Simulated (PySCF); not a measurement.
This PySCF input asks for the NMR shieldings of SMILES C=C[SiH2][C@H]([SiH3])[SiH2]SC, C4H14SSi3; the geometry comes from GFN2-xTB.

```python
import basis_set_exchange as bse
import numpy as np
from pyscf import gto, dft
from pyscf.prop import nmr

atoms = """
C    -3.013670    1.291403    1.226535
C    -1.857279    1.110818    0.608298
Si   -1.663645    0.388430   -1.114374
C    -0.308148   -0.961643   -1.115440
Si   -0.654988   -2.346232    0.150722
Si    1.444555   -0.270785   -0.991930
S     1.744019    0.632144    0.931719
C     3.475271    1.150040    0.735243
H    -3.083357    1.709688    2.219490
H    -3.951222    1.028115    0.763123
H    -0.948053    1.392394    1.126659
H    -1.288876    1.444991   -2.070593
H    -2.929006   -0.208583   -1.565299
H    -0.349791   -1.424091   -2.105360
H    -0.620470   -1.821789    1.513166
H     0.351984   -3.403425   -0.002924
H    -1.973886   -2.921562   -0.129413
H     1.714875    0.772812   -1.986647
H     2.476870   -1.305615   -1.119972
H     3.551240    1.869218   -0.074788
H     4.096025    0.283486    0.528733
H     3.777140    1.609572    1.670634
"""
names = dict.fromkeys(["C", "Si", "S", "H"], "pcSseg-1")
basis = {el: gto.basis.parse(bse.get_basis(n, elements=[el], fmt="nwchem")) for el, n in names.items()}
mol = gto.M(atom=atoms, basis=basis, charge=0, verbose=0)
mf = dft.RKS(mol, xc="PBE0")
mf.grids.level = 2
mf.grids.alignment = dft.numint.BLKSIZE   # the property module wants whole blocks of grid points
mf.conv_tol = 1e-9
mf.kernel()

calc = nmr.RKS(mf)   # GIAO
C = mf.mo_coeff
Co = C[:, mf.mo_occ > 0]
resp = mf.gen_response(singlet=True, hermi=2)
def vind(x):   # induced exchange potential for any number of trial vectors
    d = np.einsum("pi,xij,qj->xpq", C, 2 * x.reshape(-1, C.shape[1], Co.shape[1]), Co, optimize=True)
    return np.einsum("xpq,pi,qj->xij", resp(d - d.transpose(0, 2, 1)), C, Co, optimize=True).ravel()
mo1, _ = nmr.rhf.solve_mo1(calc, with_cphf=vind)
sigma = calc.kernel(mo1)
for i, s in enumerate(sigma):   # ppm
    print("%2d %-2s %9.2f" % (i, mol.atom_pure_symbol(i), np.trace(s) / 3))
```

Task: What are the results?

Result: 
```
 0 C      42.99
 1 C      44.57
 2 Si    386.97
 3 C     201.56
 4 Si    420.08
 5 Si    363.31
 6 S     716.17
 7 C     171.88
 8 H      25.26
 9 H      25.49
10 H      24.76
11 H      26.88
12 H      27.13
13 H      32.46
14 H      27.59
15 H      27.55
16 H      27.69
17 H      26.67
18 H      26.68
19 H      29.68
20 H      29.80
21 H      29.51
```

These numbers come from an equivalent density-fitted implementation of the same equations, which agrees with the script to about 0.01 ppm for H and up to a few tenths of a ppm for heavy atoms, so last digits may differ.

Size and cost of the density-fitted run: 234 basis functions, 85 s wall time on 1 thread of an Arm Neoverse V1, shared host; peak memory 1.1 GiB.
